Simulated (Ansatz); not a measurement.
Wavefunction ladder for `[CH3][Ga]([SH])[SH]`

```xyz
9

C     1.433   -0.453   -0.147
Ga   -0.383    0.163    0.235
S    -0.997    0.751    2.267
S    -1.965    0.323   -1.296
H     1.409   -1.493   -0.479
H     1.874    0.147   -0.945
H     2.063   -0.382    0.740
H    -2.258    1.052    1.919
H    -1.176   -0.109   -2.294
```

Charge 0, multiplicity 1. Correlated methods include outer-core shells of Ga, which these sets cover unevenly. Scalar relativity is left out up to krypton. Geometry: relaxed with PBE0-D4/def2-TZVP. It is one conformer, not always the lowest. Frozen core, restricted reference, Ansatz 0.2.0.

| basis | HF (Eh) | MP2 corr. | CCSD corr. | (T) | CCSD(T) total |
| --- | --- | --- | --- | --- | --- |
| def2-SVP | ? | -0.62026 | ? | -0.02092 | ? |
| def2-TZVPP | -2759.22219 | ? | -0.80379 | -0.03603 | ? |
| def2-QZVPP | ? | -1.05140 | – | – | – |

(1) Fill in the withheld values. (An estimate is asked.)

## Answers

(1) Computed: def2-SVP HF (Eh): -2758.65202; def2-SVP CCSD corr.: -0.65937; def2-SVP CCSD(T) total: -2759.33231; def2-TZVPP MP2 corr.: -0.76048; def2-TZVPP CCSD(T) total: -2760.06201; def2-QZVPP HF (Eh): -2759.28625.
